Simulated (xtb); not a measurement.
xtb input (GFN1-xTB):

```bash
xtb mol.xyz --gfn 1 --sp --chrg 1 --uhf 0
```
mol.xyz:
```
3

Sb     0.03284022     0.01666518     1.10466504
I      0.95642202    -1.83978264    -0.53275833
I     -0.98802298     1.82374634    -0.53022124
```

Output:

```
           -------------------------------------------------
          |                Calculation Setup                |
           -------------------------------------------------

           -------------------------------------------------
          |                 G F N 1 - x T B                 |
           -------------------------------------------------

        Reference                      10.1021/acs.jctc.7b00118
      * Hamiltonian:
        H0-scaling (s, p, d)           1.850000    2.250000    2.000000
        zeta-weighting                 0.000000
      * Dispersion:
        s8                             2.400000
        a1                             0.630000
        a2                             5.000000
        s9                             0.000000
      * Repulsion:
        kExp                           1.500000
        rExp                           1.000000
      * Coulomb:
        alpha                          2.000000
        third order                    atomic
        anisotropic                    false
      * Halogen bond correction:
        rad-scale                      1.300000
        damping                        0.440000

          ...................................................
          :                      SETUP                      :
          :.................................................:
          :  # basis functions                  30          :
          :  # atomic orbitals                  27          :
          :  # shells                            9          :
          :  # electrons                        18          :
          :  # halogen bonds                     0          :
          :  max. iterations                   250          :
          :  Hamiltonian                  GFN1-xTB          :
          :  restarted?                      false          :
          :  GBSA solvation                  false          :
          :  PC potential                    false          :
          :  electronic temp.          300.0000000     K    :
          :  accuracy                    1.0000000          :
          :  -> integral cutoff          0.2500000E+02      :
          :  -> integral neglect         0.1000000E-07      :
          :  -> SCF convergence          0.1000000E-05 Eh   :
          :  -> wf. convergence          0.2000000E-04 e    :
          :  Broyden damping             0.4000000          :
          :  net charge                          1          :
          :  unpaired electrons                  0          :
          ...................................................

 iter      E             dE          RMSdq      gap      omega  full diag
   1    -10.0407549 -0.100408E+02  0.692E+00    2.61       0.0  T
   2     -9.9482461  0.925088E-01  0.494E+00    1.31       1.0  T
   3     -9.9731550 -0.249090E-01  0.596E+00    3.13       1.0  T
   4    -10.0639135 -0.907585E-01  0.871E-01    2.27       1.0  T
   5    -10.0665393 -0.262576E-02  0.215E-01    2.15       1.0  T
   6    -10.0666868 -0.147530E-03  0.536E-02    2.12       1.1  T
   7    -10.0666970 -0.102287E-04  0.386E-04    2.11     149.7  T
   8    -10.0666970 -0.529708E-09  0.128E-05    2.11    4505.5  T
   9    -10.0666970 -0.424549E-12  0.297E-06    2.11   19467.4  T

   *** convergence criteria satisfied after 9 iterations ***

         #    Occupation            Energy/Eh            Energy/eV
      -------------------------------------------------------------
         1        2.0000           -1.1408844             -31.0450
       ...           ...                  ...                  ...
         3        2.0000           -1.1126723             -30.2774
         4        2.0000           -0.7265319             -19.7699
         5        2.0000           -0.7107489             -19.3405
         6        2.0000           -0.6947054             -18.9039
         7        2.0000           -0.6813145             -18.5395
         8        2.0000           -0.6754720             -18.3805
         9        2.0000           -0.6645810             -18.0842 (HOMO)
        10                         -0.5868858             -15.9700 (LUMO)
        11                         -0.4872893             -13.2598
        12                         -0.4640393             -12.6272
        13                         -0.3550700              -9.6619
        14                         -0.3482330              -9.4759
       ...                                ...                  ...
        27                          0.1440709               3.9204
      -------------------------------------------------------------
                  HL-Gap            0.0776952 Eh            2.1142 eV
             Fermi-level           -0.6257334 Eh          -17.0271 eV

 SCC (total)                   0 d,  0 h,  0 min,  0.008 sec
 SCC setup                      ...        0 min,  0.000 sec (  2.273%)
 Dispersion                     ...        0 min,  0.000 sec (  1.053%)
 classical contributions        ...        0 min,  0.000 sec (  0.652%)
 integral evaluation            ...        0 min,  0.002 sec ( 24.732%)
 iterations                     ...        0 min,  0.003 sec ( 36.053%)
 molecular gradient             ...        0 min,  0.003 sec ( 30.894%)
 printout                       ...        0 min,  0.000 sec (  4.066%)

         :::::::::::::::::::::::::::::::::::::::::::::::::::::
         ::                     SUMMARY                     ::
         :::::::::::::::::::::::::::::::::::::::::::::::::::::
         :: total energy             -10.045767452549 Eh    ::
         :: gradient norm              0.006791501300 Eh/a0 ::
         :: HOMO-LUMO gap              2.114193622869 eV    ::
         ::.................................................::
         :: SCC energy               -10.066697033815 Eh    ::
         :: -> electrostatic           0.147878686232 Eh    ::
         :: repulsion energy           0.022551948700 Eh    ::
         :: dispersion energy         -0.001622367435 Eh    ::
         :: halogen bond corr.         0.000000000000 Eh    ::
         :: add. restraining           0.000000000000 Eh    ::
         :: total charge               1.000000000000 e     ::
         :::::::::::::::::::::::::::::::::::::::::::::::::::::

           -------------------------------------------------
          |                Property Printout                |
           -------------------------------------------------

    * Orbital Energies and Occupations

         #    Occupation            Energy/Eh            Energy/eV
      -------------------------------------------------------------
         1        2.0000           -1.1408844             -31.0450
         2        2.0000           -1.1304808             -30.7619
         3        2.0000           -1.1126723             -30.2774
         4        2.0000           -0.7265319             -19.7699
         5        2.0000           -0.7107489             -19.3405
         6        2.0000           -0.6947054             -18.9039
         7        2.0000           -0.6813145             -18.5395
         8        2.0000           -0.6754720             -18.3805
         9        2.0000           -0.6645810             -18.0842 (HOMO)
        10                         -0.5868858             -15.9700 (LUMO)
        11                         -0.4872893             -13.2598
        12                         -0.4640393             -12.6272
        13                         -0.3550700              -9.6619
        14                         -0.3482330              -9.4759
        15                         -0.3415538              -9.2942
        16                         -0.3112061              -8.4683
        17                         -0.3105366              -8.4501
Note: The following floating-point exceptions are signalling: IEEE_DENORMAL
normal termination of xtb
        18                         -0.3030857              -8.2474
        19                         -0.2952879              -8.0352
        20                         -0.2903637              -7.9012
       ...                                ...                  ...
        27                          0.1440709               3.9204
      -------------------------------------------------------------
                  HL-Gap            0.0776952 Eh            2.1142 eV
             Fermi-level           -0.6257334 Eh          -17.0271 eV

  Mulliken/CM5 charges         n(s)   n(p)   n(d)
     1Sb    0.50011  0.45834   2.007  1.926  0.567
     2I     0.24994  0.27083   2.022  4.752 -0.024
     3I     0.24994  0.27083   2.022  4.752 -0.024

Wiberg/Mayer (AO) data.
largest (>0.10) Wiberg bond orders for each atom

 ---------------------------------------------------------------------------
     #   Z sym  total        # sym  WBO       # sym  WBO       # sym  WBO
 ---------------------------------------------------------------------------
     1  51 Sb   3.373 --     2 I    1.687     3 I    1.687
     2  53 I    1.760 --     1 Sb   1.687
     3  53 I    1.760 --     1 Sb   1.687
 ---------------------------------------------------------------------------

Topologies differ in total number of bonds
Writing topology from bond orders to xtbtopo.mol

 dipole moment from electron density (au)
     X       Y       Z
   0.0584   0.0296   1.9632  total (Debye):    4.993

           -------------------------------------------------
          | TOTAL ENERGY              -10.045767452549 Eh   |
          | GRADIENT NORM               0.006791501300 Eh/α |
          | HOMO-LUMO GAP               2.114193622869 eV   |
           -------------------------------------------------

------------------------------------------------------------------------
------------------------------------------------------------------------
 total:
 SCF:
```
